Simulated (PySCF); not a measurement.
Static response to an electric field

GeF2Cl2.
Cartesian coordinates in Å at the PBE0-D3(BJ)/def2-SVP level; atoms count from 1:
```
atom  x, y, z in Å
Ge1    0.0406   -0.0004    0.0392
F2    -0.0833   -0.0198    1.7454
F3     1.7173    0.0028   -0.3000
Cl4   -0.8376    1.7563   -0.7219
Cl5   -0.8369   -1.7388   -0.7627
```

Level: wB97X-D/def2-SVPD (PySCF), static field, nuclei fixed, core orbitals frozen in the response. The polarisability tensor in these axes (au):

```
x   48.66 -0.04  2.86
y   -0.04 63.32  0.18
z    2.86  0.18 48.04
```

Question: Give the principal values, the mean and the anisotropy Δα = √{½[(α1 − α2)² + (α2 − α3)² + (α1 − α3)²]}.

Answer: Principal values 45.48, 51.23 and 63.32 au; mean 53.34 au = 7.90 Å³ = 8.79 × 10⁻⁴⁰ C²·m²/J; Δα = 15.78 au (30 % of the mean).

Question: What is the dipole moment, and where does it point?

Answer: (-0.97, 0.01, -0.84) D, 1.28 D in size, pointing from the negative to the positive side. Measured along this direction, the outermost atoms are F3 and F2 at the negative end and Cl5 and Cl4 at the positive end.

Question: Find the Langevin capture rate constant for NH4+ (18.034 u) meeting this molecule (181.856 u), k = 2.342 × 10⁻⁹ cm³/s × √(α in Å³ / reduced mass in u).

Answer: The reduced mass is 16.41 u, so k = 1.63 × 10⁻⁹ cm³/s. The formula leaves out the permanent dipole, which adds to the capture rate.

Question: Estimate the molar refractivity from the static electronic polarisability.

Answer: Lorentz–Lorenz: R = (4π/3)N_A α = 2.5225 cm³/(mol·Å³) × 7.90 Å³ = 19.9 cm³/mol, in the limit of long wavelengths.

Question: Directions of the eigenvectors, and the extent of the frame along each?

Answer: Largest value along (0.00, 1.00, 0.01), where the nuclei span 3.50 Å; middle along (0.74, -0.01, 0.67), 2.22 Å; least along (-0.67, -0.01, 0.74), 2.73 Å. The strongest response lies along the longest span, while the other two are in reverse order.

Question: In a dilute gas of rigid molecules at 500 K, how does the orientational term μ²/3kT compare with the electronic polarisability?

Answer: In Gaussian units μ²/3kT = 7.96 Å³ against 7.90 Å³, a ratio of 1.01; the Debye molar polarisation (4π/3)N_A(α + μ²/3kT) is 40.0 cm³/mol, leaving out the vibrational part.

Question: Rayleigh depolarisation ratio (linearly polarised light, static tensor)?

Answer: ρ = 3Δα²/(45ᾱ² + 4Δα²) = 747.0/(128036 + 996.0) = 0.00579.

Geometry: PBE0-D3(BJ)/def2-SVP; no solvent, vibrations or thermal averaging. The calculation is non-relativistic, for germanium too.
